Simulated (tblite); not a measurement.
Record of a relaxation.

Species: C4H11NOSi.
Atom-mapped SMILES: `[CH3:1][O:2][Si@@H:3]1[CH2:4][CH2:5][CH2:6][NH:7]1` (hydrogens: H8, H9, H10 on C1; H11 on Si3; H12, H13 on C4; H14, H15 on C5; H16, H17 on C6; H18 on N7)

Computed with GFN2-xTB (tblite), gas phase: L-BFGS steps from a force-field or distance-geometry start until the largest atomic force falls under 0.01 eV/Å. 4 of its 102 geometries are shown.

Step 0: E = -623.6577 eV, largest atomic force 2.206 eV/Å
```
atom  x, y, z in Å  |  force x, y, z in eV/Å
C1      2.995    0.372   -0.123    0.369  -0.116  -0.591
O2      1.831    0.047    0.600   -0.345   0.088  -1.372
Si3     0.551   -0.028   -0.474   -0.174  -1.471   1.217
C4     -0.864    1.137   -0.080    0.182  -0.018   1.053
C5     -2.003    0.133    0.082   -1.356   1.628  -0.616
C6     -1.703   -1.054   -0.779    0.479  -0.943  -0.152
N7     -0.382   -1.564   -0.402    0.799   0.988   0.603
H8      3.293    1.428    0.023   -0.165  -0.554   0.190
H9      3.836   -0.309    0.121   -0.548   0.405   0.126
H10     2.724    0.239   -1.190    1.275   0.235   0.603
H11     1.026    0.159   -1.841   -0.288  -0.173  -0.224
H12    -0.719    1.660    0.889   -0.116   0.102  -0.825
H13    -1.101    1.816   -0.888    0.097   0.287   0.145
H14    -2.902    0.638   -0.353    0.113  -0.515   0.798
H15    -2.142   -0.088    1.151   -0.115  -0.256  -0.572
H16    -2.476   -1.830   -0.715    0.195   0.012   0.056
H17    -1.598   -0.756   -1.845   -0.257  -0.078   0.644
H18    -0.375   -1.994    0.548   -0.145   0.379  -1.083
```

Step 34: E = -624.4298 eV, largest atomic force 0.084 eV/Å
```
atom  x, y, z in Å  |  force x, y, z in eV/Å
C1      3.119    0.346   -0.051   -0.005   0.003  -0.001
O2      1.832   -0.101    0.236    0.046  -0.025   0.048
Si3     0.510    0.011   -0.696    0.082  -0.005   0.016
C4     -0.895    1.168   -0.126    0.035   0.018  -0.020
C5     -2.072    0.207    0.076   -0.016  -0.001   0.023
C6     -1.783   -1.104   -0.673    0.005  -0.005   0.009
N7     -0.383   -1.455   -0.554    0.031   0.042   0.003
H8      3.253    1.374    0.298   -0.023  -0.013  -0.024
H9      3.829   -0.300    0.468   -0.030   0.016  -0.017
H10     3.315    0.307   -1.125    0.020   0.022   0.034
H11     0.867    0.241   -2.102   -0.024  -0.035   0.019
H12    -0.688    1.702    0.798    0.034   0.041   0.010
H13    -1.140    1.917   -0.874   -0.027   0.002  -0.057
H14    -3.010    0.639   -0.270   -0.061  -0.002  -0.017
H15    -2.181   -0.013    1.138    0.022  -0.046   0.042
H16    -2.412   -1.918   -0.312   -0.056  -0.001  -0.019
H17    -1.981   -0.957   -1.738   -0.027   0.008   0.007
H18    -0.189   -2.060    0.230   -0.004  -0.020  -0.056
```

Step 67: E = -624.5240 eV, largest atomic force 0.117 eV/Å
```
atom  x, y, z in Å  |  force x, y, z in eV/Å
C1      3.005    0.384    0.161   -0.006   0.003  -0.008
O2      1.802   -0.320    0.154   -0.015   0.031  -0.007
Si3     0.547   -0.060   -0.848   -0.032   0.026   0.044
C4     -0.837    1.161   -0.371   -0.018  -0.002   0.005
C5     -1.897    0.246    0.241   -0.001  -0.058   0.006
C6     -1.871   -1.066   -0.534    0.049  -0.076  -0.001
N7     -0.474   -1.409   -0.664    0.036   0.012   0.089
H8      2.850    1.406    0.514    0.046  -0.019   0.007
H9      3.704   -0.129    0.825   -0.064   0.013  -0.011
H10     3.434    0.425   -0.844    0.008   0.014   0.008
H11     1.068    0.254   -2.189   -0.042  -0.050  -0.043
H12    -0.563    1.951    0.323    0.017  -0.003   0.024
H13    -1.251    1.646   -1.257    0.055  -0.031   0.012
H14    -2.892    0.690    0.242   -0.034   0.042  -0.036
H15    -1.622    0.008    1.269    0.011   0.104   0.042
H16    -2.405   -1.849    0.011   -0.024  -0.036  -0.012
H17    -2.345   -0.951   -1.519   -0.002   0.046  -0.005
H18    -0.261   -2.380   -0.791    0.017  -0.017  -0.115
```

Step 101: E = -624.5499 eV, largest atomic force 0.008 eV/Å
```
atom  x, y, z in Å  |  force x, y, z in eV/Å
C1      3.019    0.395    0.148   -0.001  -0.002  -0.001
O2      1.810   -0.295    0.156   -0.002   0.003   0.002
Si3     0.541   -0.068   -0.828   -0.002  -0.003   0.001
C4     -0.831    1.158   -0.344    0.002  -0.001  -0.002
C5     -1.919    0.252    0.233    0.002   0.000   0.000
C6     -1.856   -1.081   -0.507   -0.002   0.000  -0.001
N7     -0.456   -1.432   -0.572   -0.001  -0.003   0.001
H8      2.886    1.419    0.506    0.003  -0.002   0.001
H9      3.711   -0.130    0.807    0.002   0.005   0.003
H10     3.440    0.432   -0.860    0.000   0.004  -0.002
H11     1.005    0.190   -2.202   -0.002   0.001  -0.001
H12    -0.552    1.927    0.375    0.003  -0.001  -0.002
H13    -1.213    1.669   -1.227    0.004   0.007   0.000
H14    -2.913    0.696    0.154    0.000  -0.002   0.002
H15    -1.707    0.065    1.286    0.003  -0.001   0.003
H16    -2.414   -1.857    0.026   -0.007   0.001  -0.004
H17    -2.293   -0.974   -1.510   -0.003  -0.006  -0.003
H18    -0.268   -2.356   -0.920    0.000   0.000   0.001
```

**Question.** Summarise the path.

**Answer.** The energy falls by 20.57 kcal/mol from step 0 to step 101; nine tenths of that is first reached at step 51. It rises by more than 0.2 meV at step 63. The largest force goes from 2.206 to 0.008 eV/Å. Among the bonds Si3–N7 changes most, from 1.799 to 1.708 Å; the atoms move by 0.623 Å rms after alignment.

**Question.** Follow the three bonds and two angles with the largest change from start to end.

**Answer.** 
```tsv
step	E above end (kcal/mol)	largest force (eV/Å)	Si3–N7 (Å)	O2–Si3 (Å)	N7–H18 (Å)	C1–O2–Si3 (°)	Si3–N7–C6 (°)
0	20.57	2.206	1.799	1.673	1.043	108.3	99.2
4	9.21	0.645	1.707	1.606	1.001	115.6	102.4
9	5.86	0.252	1.723	1.620	1.012	119.5	102.0
13	4.67	0.214	1.721	1.618	1.006	124.6	103.6
18	4.15	0.154	1.728	1.626	1.010	124.4	103.9
22	3.62	0.276	1.725	1.620	1.009	128.2	105.1
26	3.17	0.125	1.727	1.624	1.009	127.3	105.9
31	2.89	0.112	1.724	1.620	1.009	128.0	106.8
35	2.74	0.070	1.722	1.621	1.008	127.5	106.8
40	2.64	0.070	1.720	1.621	1.007	127.6	107.8
44	2.46	0.114	1.713	1.624	1.006	126.6	108.6
48	2.18	0.229	1.712	1.624	1.010	125.5	108.5
53	1.79	0.172	1.706	1.626	1.007	125.6	110.9
57	1.50	0.223	1.703	1.625	1.007	126.0	112.6
61	1.11	0.222	1.702	1.626	1.006	125.5	113.8
66	0.80	0.965	1.704	1.627	1.026	126.3	114.0
70	0.38	0.144	1.706	1.626	1.006	127.2	113.2
75	0.08	0.045	1.709	1.621	1.005	128.8	112.1
79	0.06	0.037	1.708	1.621	1.005	128.5	112.2
83	0.04	0.032	1.708	1.621	1.005	128.1	112.2
88	0.02	0.035	1.709	1.622	1.004	127.8	112.2
92	0.01	0.020	1.709	1.622	1.005	127.5	112.3
97	0.00	0.017	1.708	1.622	1.005	127.4	112.3
101	0.00	0.008	1.708	1.622	1.005	127.3	112.2
```

The cost below is that of the whole relaxation. The run took 1.2 s of wall time on Arm Neoverse N1, one thread, no GPU, shared host with 64 logical CPUs at a one-minute load of 63.
